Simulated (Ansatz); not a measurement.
`NB(F)Cl` + H₂S → `NB(S)Cl` + H–F at 400 K and 1 bar (ligand exchange at a B–F bond).

Computed with Ansatz on PBE0-D4/def2-TZVP structures; ΔE is electronic, products minus reactants. CCSD(T)/CBS adds triple-zeta CCSD(T) − MP2 to the extrapolated MP2 energy (def2 sets, frozen cores). This one scheme is used for every species. Each species was taken in one conformer, which may not be the lowest.

| species | CCSD(T)/CBS energy (Eh) | H − E (kJ/mol) | S (J/(mol·K)) |
| --- | --- | --- | --- |
| `NB(F)Cl` | -640.42619 | 114.7 | 310.5 |
| H₂S | -398.97279 | 53.4 | 215.9 |
| `NB(S)Cl` | -938.97645 | 136.8 | 334.6 |
| H–F | -100.39570 | 36.5 | 182.2 |

H − E and S are ideal-gas, rigid-rotor, harmonic terms from PBE0-D4/def2-TZVP, for one conformer and one mirror image of each species. 1 Eh = 2625.50 kJ/mol, R = 8.31446 J/(mol·K).

Question: By hand: ΔE, ΔH, ΔS and ΔG.

Answer: ΔE = (-938.97645) + (-100.39570) − (-640.42619) − (-398.97279) = 0.02683 Eh = 70.4 kJ/mol. Δ(H − E) = 136.8 + 36.5 − 114.7 − 53.4 = 5.2, so ΔH = 75.6 kJ/mol. ΔS = 334.6 + 182.2 − 310.5 − 215.9 = -9.6 J/(mol·K). ΔG = 75.6 − 400 × (-9.6)/1000 = 79.4 kJ/mol.

Question: By hand: the equilibrium constant, and the temperature at which ΔG would vanish if ΔH and ΔS stayed fixed.

Answer: log₁₀ K = −ΔG/(RT ln 10) = -10.4. ΔH and −TΔS have one sign here, so there is no such temperature.

The number of gas molecules stays the same, so ΔS is small and ΔH decides. A doubt of 5 kJ/mol in ΔE shifts log₁₀ K by 0.7 here. Other conformers and mirror images would add mixing entropy, several J/(mol·K) or more a flexible species. These are equilibria of isolated gas molecules and say nothing of rates. Largest T1 diagnostic: 0.011 (customary marks: 0.02 for closed shells, 0.045 for open ones).

ΔS is within the doubt of such terms, so its sign, and with it that verdict, could turn.
